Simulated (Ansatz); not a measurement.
Relaxation of C₂H₆AlClO (11 atoms, charge 0, multiplicity 1), to a largest force component of 0.015 eV/Å in at most 40 steps.

Theory: RKS B3LYP/def2-SVP in Ansatz.

```xyz
11
Properties=species:S:1:pos:R:3
C -1.081 0.999 1.238
O 0.121 0.449 1.437
Al 0.312 -0.969 0.253
C 1.204 -0.652 -1.541
Cl 1.529 1.053 -1.745
H -1.213 1.473 0.194
H -1.928 0.329 1.436
H -1.204 1.909 1.927
H -0.113 -2.420 0.739
H 2.054 -1.268 -1.624
H 0.385 -0.960 -2.293
```

**Question.** Where does it end, and by what steps?

**Answer.** The run converged. After 39 steps the energy has fallen by 1.051 eV; H9 moved furthest, 1.40 Å.

```csv
step,energy less start (eV),largest force component (eV/Å),accepted
0,0.0000,3.738,yes
2,-0.6550,0.680,yes
4,-0.8570,0.740,yes
6,-0.9690,0.172,yes
8,-0.9863,0.050,yes
10,-0.9880,0.035,yes
12,-0.9895,0.086,yes
14,-0.9925,0.224,yes
16,-0.9984,0.087,yes
18,-1.0106,0.257,yes
20,-1.0275,0.342,yes
22,-1.0417,0.104,yes
24,-1.0459,0.083,yes
26,-1.0471,0.048,yes
28,-1.0481,0.078,yes
30,-1.0489,0.081,yes
32,-1.0494,0.095,yes
34,-1.0501,0.034,yes
36,-1.0506,0.017,yes
38,-1.0508,0.016,yes
39,-1.0508,0.007,yes
```

```xyz
11
Properties=species:S:1:pos:R:3
C -1.372 1.049 1.107
O -0.542 -0.067 1.183
Al 0.553 -1.037 0.324
C 0.948 -0.691 -1.571
Cl 2.446 0.299 -1.035
H -1.486 1.435 0.074
H -2.383 0.807 1.484
H -0.979 1.876 1.728
H 1.222 -2.227 1.100
H 1.332 -1.496 -2.211
H 0.328 -0.005 -2.163
```

Run time: 75 s on 2 threads of Intel(R) Xeon(R) 6975P-C (Granite Rapids) (shared host), peak memory 0.26 GiB.
